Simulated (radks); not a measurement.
The numbers below are computed, except where a source is named.
Isoelectronic series with 14 electrons, each ion in its NIST ground configuration. Level of theory: scalar-relativistic Kohn-Sham, PBE, spin-polarised, spherical densities, finite nucleus; open shells are filled with parallel spins first (spin-orbit coupling, left out, can overturn this in heavy ions); Fermi nuclear charge, rms radius of each element as measured or else 0.836 A^(1/3) + 0.57 fm (a radial shooting solver on a logarithmic mesh with Libxc functionals). Total energies (hartree) and mean radii <r> (bohr) (* marks an orbital that is empty in some or all of the ions):

ion,configuration,E (hartree),3p down*,3p up,3s down
Si,[Ne] 3s2 3p2,-289.86592,2.867,2.746,2.163
Cl3+,[Ne] 3s2 3p2,-458.63625,1.527,1.509,1.398
Ca6+,[Ne] 3s2 3p2,-668.26173,1.088,1.080,1.048
V9+,[Ne] 3s2 3p2,-918.91561,0.8517,0.8476,0.8410
Fe12+,[Ne] 3s2 3p2,-1210.90066,0.7019,0.6993,0.7035
Cu15+,[Ne] 3s2 3p2,-1544.59853,0.5975,0.5957,0.6047
Ge18+,[Ne] 3s2 3p2,-1920.45934,0.5204,0.5190,0.5302
Br21+,[Ne] 3s2 3p2,-2339.00176,0.4609,0.4598,0.4718
Sr24+,[Ne] 3s2 3p2,-2800.81282,0.4135,0.4127,0.4247
Nb27+,[Ne] 3s2 3p2,-3306.55111,0.3749,0.3742,0.3859
Ru30+,[Ne] 3s2 3p2,-3856.95143,0.3428,0.3422,0.3534
Ag33+,[Ne] 3s2 3p2,-4452.83666,0.3156,0.3151,0.3256
Sn36+,[Ne] 3s2 3p2,-5095.10958,0.2923,0.2919,0.3017
I39+,[Ne] 3s2 3p2,-5784.77526,0.2721,0.2718,0.2808
Ba42+,[Ne] 3s2 3p2,-6522.9426,0.2544,0.2541,0.2623
Pr45+,[Ne] 3s2 3p2,-7310.8399,0.2388,0.2385,0.2459
Sm48+,[Ne] 3s2 3p2,-8149.7835,0.2248,0.2246,0.2313
Tb51+,[Ne] 3s2 3p2,-9041.3440,0.2123,0.2121,0.2180
Er54+,[Ne] 3s2 3p2,-9987.0471,0.2011,0.2009,0.2060
Lu57+,[Ne] 3s2 3p2,-10988.7995,0.1909,0.1907,0.1950
W60+,[Ne] 3s2 3p2,-12048.6913,0.1815,0.1814,0.1850
Ir63+,[Ne] 3s2 3p2,-13168.8847,0.1730,0.1729,0.1757
Hg66+,[Ne] 3s2 3p2,-14351.8830,0.1652,0.1651,0.1671
Bi69+,[Ne] 3s2 3p2,-15600.5164,0.1579,0.1578,0.1591
